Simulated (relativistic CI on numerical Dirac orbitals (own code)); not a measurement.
Ni2+ in a cubic cluster: 3p photoemission with charge transfer

Computed with a charge-transfer multiplet model of a cubic metal-ligand cluster with up to 2 ligand holes, Slater and spin-orbit integrals from Dirac-Coulomb-Breit ions, Slater integrals scaled by 0.7. The ground state mixes d8 with configurations of k ligand holes L, whose averages lie at kΔ + k(k − 1)U_dd/2; a core hole lowers each added d electron by U_cd. 300 K, Lorentzian 0.9 eV and Gaussian 0.8 eV FWHM.

Atomic integrals in eV (Slater integrals scaled, ζ unscaled), ground: F2dd 8.519, F4dd 5.287, zeta_d 0.080; with the core hole: F2dd 9.294, F4dd 5.804, zeta_d 0.088, zeta_core 1.457, F2cd 9.998, G1cd 12.349, G3cd 7.524.

Cluster parameters (eV): Δ = 1, U_dd = 6.4, U_cd = 8.2, 10Dq = 1.05, 10Dq(ligand) = 1.4, final-state hopping factor = 0.8.

```
                              Case   n_d    d8   d9L  d10L2     S
V(eg) = 1.35 eV, V(t2g) = -0.68 eV  8.33  0.68  0.31   0.01  1.00
V(eg) = 2.25 eV, V(t2g) = -1.13 eV  8.47  0.56  0.41   0.03  1.00
V(eg) = 2.55 eV, V(t2g) = -1.28 eV  8.50  0.53  0.43   0.04  1.00
V(eg) = 2.85 eV, V(t2g) = -1.43 eV  8.53  0.51  0.44   0.04  1.00
V(eg) = 3.15 eV, V(t2g) = -1.58 eV  8.56  0.49  0.46   0.05  1.00
```

Weights, n_d and S are thermal averages at 300 K. Binding energies count from the first peak over 30 % of the highest in each spectrum, which can be another peak from case to case. The parameters are a model scan and need not match a compound or its usual spin state. Peaks in eV (height, largest 100):
- V(eg) = 1.35 eV, V(t2g) = -0.68 eV: 0.0 (100), 5.5 (95), 10.9 (71), 13.9 (20), 16.9 (17), 19.6 (18), 21.1 (18)
- V(eg) = 2.25 eV, V(t2g) = -1.13 eV: 0.0 (100), 6.6 (48), 12.1 (39), 15.3 (9), 18.3 (7), 20.9 (8), 22.5 (9)
- V(eg) = 2.55 eV, V(t2g) = -1.28 eV: 0.0 (100), 7.0 (41), 12.5 (33), 15.8 (8), 18.8 (5), 21.5 (6), 23.0 (7)
- V(eg) = 2.85 eV, V(t2g) = -1.43 eV: 0.0 (100), 7.3 (35), 12.9 (29), 16.3 (6), 22.0 (5), 23.5 (6)
- V(eg) = 3.15 eV, V(t2g) = -1.58 eV: 0.0 (100), 7.7 (31), 13.3 (26), 16.9 (5), 24.1 (5)

Curve for V(eg) = 3.15 eV, V(t2g) = -1.58 eV (points under 2 left out, the grid thinned):

(E (eV), Intensity): (-3.7, 2.8), (-3.0, 4.2), (-2.4, 6.4), (-1.7, 12.6), (-1.1, 30.0), (-0.4, 84.0), (0.3, 91.0), (0.9, 62.1), (1.6, 50.0), (2.2, 44.3), (2.9, 31.1), (3.5, 21.0), (4.2, 13.3), (4.9, 10.7), (5.5, 11.1), (6.2, 15.8), (6.8, 23.8), (7.5, 30.6), (8.2, 28.9), (8.8, 22.9), (9.5, 16.0), (10.1, 10.7), (10.8, 9.2), (11.5, 10.2), (12.1, 13.2), (12.8, 21.9), (13.4, 26.0), (14.1, 16.9), (14.8, 9.9), (15.4, 5.9), (16.1, 4.2), (16.7, 5.2), (17.4, 4.3), (18.1, 2.3), (18.7, 2.2), (19.4, 2.9), (20.0, 3.2), (20.7, 2.6), (21.3, 2.4), (22.0, 3.6), (22.7, 4.3), (23.3, 3.8), (24.0, 5.4), (24.6, 4.1), (25.3, 2.1)

For the case V(eg) = 2.25 eV, V(t2g) = -1.13 eV, Δ = 1 eV is smaller than U_dd = 6.4 eV, the charge-transfer side of the Zaanen-Sawatzky-Allen scheme. With the core hole the average of the configuration with one ligand hole lies at Δ − U_cd = -7.2 eV before mixing: it lies below the unscreened one, so the lowest final states are mostly screened and the unscreened weight appears at higher binding energy as a satellite.
